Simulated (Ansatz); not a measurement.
The cluster CrO2⁻, relaxed as a doublet with UKS PBE0-D4/def2-TZVPD in Ansatz, starting from the GFN2-xTB geometry. Force threshold 0.02 eV/Å.

The structure holds one bond between oxygen atoms, so isomers without such links may lie far lower. The charge -1 doublet is spin-contaminated (final ⟨S²⟩ up to 2.63, 0.75 for a pure state). The highest occupied level of the charge -1 doublet lies above zero (up to 0.30 eV). The electron is either unbound and held by the finite basis, or the level is raised by self-interaction error. Another isomer (quartet) lies 4.81 eV lower at PBE0-D4/def2-TZVPD; other spin states weren't run for this one.

Start:

```xyz
3

Cr    0.1518    1.2109   -0.3314
O    -0.1726   -0.7729    0.9039
O     0.0208   -0.4380   -0.5725
```

| step | energy (eV) | largest force component (eV/Å) | SCF passes |
| --- | --- | --- | --- |
| 1 | -32503.1268 | 2.775 | 171 |
| 2 | -32503.5689 | 2.162 | 192 |
| 3 | -32504.1257 | 0.888 | 93 |
| 4 | -32504.1502 | 0.458 | 49 |
| 5 | -32504.1540 | 0.136 | 44 |
| 6 | -32504.1543 | 0.005 | 46 |
| 7 | -32504.1543 | 0.002 | 45 |

Force components are those of the run's own axes.

End:

```xyz
3

Cr    0.118    1.114   -0.103
O    -0.130   -0.486    0.765
O     0.012   -0.629   -0.662
```

By distances, no bond broke or formed. The bond that changes most is Cr1–O2, from 2.36 to 1.84 Å (atoms count from 1).

The force fell under the threshold at step 6, but the optimiser went on. No frequencies were taken in this run, so the end may be a saddle point.

Hardware: 2 threads of Arm Neoverse V1 on a shared host. Wall time 60 s.
